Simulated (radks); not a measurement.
Values are calculated unless marked as measured or tabulated.
Excited configurations of Hf2+: one electron is placed in a higher orbital outside [Xe] 4f14 5d1. The ground configuration is [Xe] 4f14 5d2. Code: a radial shooting solver on a logarithmic mesh with Libxc functionals. Model: scalar-relativistic Kohn-Sham, SCAN, spin-polarised, spherical densities, finite nucleus; open shells are filled with parallel spins first (spin-orbit coupling, left out, can overturn this in heavy ions); meta-GGA in the generalised Kohn-Sham scheme; Fermi nuclear charge, rms radius 5.347 fm. Excitation = E - E(ground); binding = E(ion) - E, where the ion is the core of charge +3; n* = 3/sqrt(2 binding) in atomic units, and the quantum defect is n - n*.

outer orbital  excitation (eV)  binding (eV)  quantum defect  <r> (bohr)
5f                      14.272         7.967           1.080       5.565
6p                       5.662        16.577           3.282       3.578
6d                      12.223        10.016           2.503       5.327
6f                      16.982         5.257           1.174       9.767
7p                      13.421         8.818           3.273       6.866
7f                      18.559         3.680           1.231       14.96

The Delta-SCF ionisation energy is 22.239 eV (NIST Atomic Spectra Database: 22.55 eV, theoretical). Self-interaction in the functional shifts the binding energies and quantum defects, so they are the method's values and not measured ones. Open shells are spherical and high-spin; term and fine-structure splittings are not resolved. Spin-orbit splitting is averaged out at the scalar-relativistic level.
